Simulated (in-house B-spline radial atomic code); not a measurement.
Results of a calculation; reference values are marked as such.
# Two electrons in Ge: a Gaussian well −V exp(−r²/w²) with V = 62.5 meV and w = 44.1 nm

For Ge the NSM archive of the Ioffe Institute lists m_l = 1.6 m0, m_t = 0.08 m0 and ε = 16.2; the model takes one isotropic valley with the conductivity mass 3/(1/m_l + 2/m_t) = 0.117 m0, and so misses anisotropy and the other valleys. All triplets below are those of one valley; with several valleys two electrons can form a triplet in the 1s orbital itself, at an energy set by the valley splitting.

Effective-mass model with parabolic bands, a uniform dielectric constant, no image charges, no central-cell or spin-orbit terms. Two-electron levels come from full CI in B-splines with partial waves to l = 5 (up to 0.001 effective hartree above the limit).

(1) What are the effective units, and what is the potential in them?

In these units the lowest s and p orbitals lie at -4.376483 and -3.878824, and their Coulomb and exchange integrals are J_ss = 0.564476, J_sp = 0.465483 and K_sp = 0.09199. Full CI gives -8.253658 for the ground singlet, -7.898804 for the sp triplet, -7.762831 for the sp singlet and -7.445827 for the lowest triplet of two s orbitals.

(2) What does it cost to add the second electron, to first order and exactly?

(3) How far above the singlet do the triplets lie?

Answers

(1) Ha* = 27211.386 meV × 0.117/16.2² = 12.13 meV and a* = 0.0529177 nm × 16.2/0.117 = 7.327 nm. V = 5.15 Ha* and w = 6.02 a*.

(2) To first order E = 2ε_s + J_ss = -8.188490, so the charging energy E(2) − 2E(1) is J_ss = 6.848 meV. CI gives -8.253658 − 2 × (-4.376483) = 0.499307, or 6.057 meV: relaxation and correlation lower it by 0.7906 meV, 11.5 % of J_ss. The s² configuration of one-electron orbitals holds 95.0 % of the state, and the mean radius is 12.9 nm. The second electron is bound by ε_s − E = 47.04 meV, against 53.09 meV for the first.

(3) To first order the sp triplet lies at ε_s + ε_p + J_sp − K_sp = -7.881818, which is 3.72 meV above 2ε_s + J_ss. CI gives -7.898804 − (-8.253658) = 0.354854, or 4.305 meV, 71 % of the orbital spacing of 6.037 meV. The ss triplet lies 9.8 meV up, so the lower of the two is the sp one, and its gap equals k_BT at 50 K. The sp singlet-triplet splitting is 1.65 meV, against 2K_sp = 2.232 meV.
